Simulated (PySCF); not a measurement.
BrFHInO. Atoms are numbered in the order given.

```xyz
5

In     0.0034    -0.6553     0.0000
F      1.7394    -1.5696     0.0000
Br    -0.0394     1.8084     0.0000
O     -1.6321    -1.7911     0.0000
H     -1.3884    -2.7299     0.0000
```
Charge 0, spin multiplicity 1.

Geometry: B3LYP-D3(BJ)/def2-SVP. The structure was generated by enumeration; whether it is a known compound was not checked. The def2 effective core potentials stand for the cores of In; spin–orbit coupling is left out. One conformer was computed; it need not be the lowest.

The numbers are results of PBE/def2-TZVP (PySCF), not measurements.

Atomic charges (e):

```json
[
 {"atom": "In1", "Löwdin": "(withheld)", "Mulliken": "0.95"},
 {"atom": "F2", "Löwdin": "(withheld)", "Mulliken": "-0.42"},
 {"atom": "Br3", "Löwdin": "0.15", "Mulliken": "-0.28"},
 {"atom": "O4", "Löwdin": "(withheld)", "Mulliken": "-0.56"},
 {"atom": "H5", "Löwdin": "0.17", "Mulliken": "0.31"}
]
```

Problem. Some entries are withheld; supply them. (Estimate from the structure and the level; the computed values follow.)

Solution. 
- In1, Löwdin: 0.17
- F2, Löwdin: -0.22
- O4, Löwdin: -0.27
